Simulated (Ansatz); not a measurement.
Coupled-cluster run, AlF2O, SMILES `[O][Al]([F])[F]` radical.

```yaml
crystal:
  periodic: [false, false, false]
  atoms:
    - {symbol: O, position_ang: [0.682884, -0.910852, 1.260038]}
    - {symbol: Al, position_ang: [-0.000600, 0.004340, -0.032429]}
    - {symbol: F, position_ang: [-1.477155, -0.401591, -0.592469]}
    - {symbol: F, position_ang: [0.850369, 1.247904, -0.655340]}
basis:
  gaussian: {orbitals: def2-SVP}
magnetization: {spin_polarized: true, initial_magnetization: 1}
correlation: {method: ccsd_t}
scf: {omitted_lower_state_checks: [cluster_reference]}
```

```sh
$ ansatz run in.yaml --threads 2 --pin off --events-out ev --progress --plain
```

The program prints (abridged):

```
Functional definition: HF
540 factors; integrals over basis functions are off by at most 4.8e-4 eV
mean field evaluation 1: about -14024.8483 eV, gradient 2.7e1 eV
mean field evaluation 2: about -14024.8714 eV, gradient 2.8e1 eV
mean field evaluation 4: about -14027.5127 eV, gradient 1.6e0 eV
mean field evaluation 8: about -14027.5392 eV, gradient 2.7e-1 eV
mean field evaluation 32: about -14027.4859 eV, gradient 6.6e-1 eV
mean field evaluation 64: about -14027.3289 eV, gradient 1.5e-3 eV
mean field -14027.54020638 eV, -515.5025943762 hartree, gradient 8.3e-6 eV, S^2 0.755438; 8 other end points of the search recorded, 0 dependent functions left out
8 core orbitals not correlated: weight in the atoms' cores, before any rotation towards them, 1.000 or more for the frozen orbitals, at most 0.000 for the correlated occupied ones
reference -14027.54020638 eV, -515.5025943762 hartree; 12, 11 occupied and 40, 41 virtual orbitals, 540 factors
second order -15.38464372 eV of doubles, -0.00000000 eV of singles
cycle   1  -15.42272445 eV  change   -3.8e-2 eV  update   8.9e-2
cycle   2  -15.70743313 eV  change   -2.8e-1 eV  update   2.5e-2
cycle   3  -15.80059124 eV  change   -9.3e-2 eV  update   1.5e-2
cycle   4  -15.80070452 eV  change   -1.1e-4 eV  update   4.0e-3
cycle   5  -15.79647740 eV  change    4.2e-3 eV  update   2.1e-3
cycle   6  -15.79739244 eV  change   -9.2e-4 eV  update   9.2e-4
cycle   7  -15.79817748 eV  change   -7.9e-4 eV  update   4.1e-4
cycle   8  -15.79823940 eV  change   -6.2e-5 eV  update   1.2e-4
cycle   9  -15.79826350 eV  change   -2.4e-5 eV  update   4.5e-5
cycle  10  -15.79826357 eV  change   -6.8e-8 eV  update   1.5e-5
perturbative correction -0.21785364 eV, -0.0080059736 hartree
Total energy: -14043.55632358 eV, -516.0911758274 hartree
Checks for a lower state left out: cluster_reference
```

It took 1.6 s on 2 threads of a server CPU on a shared host, with 0.22 GiB of host memory at the peak.

Correlation energy per correlated electron: -0.696 eV. T1 diagnostic: 0.0139.
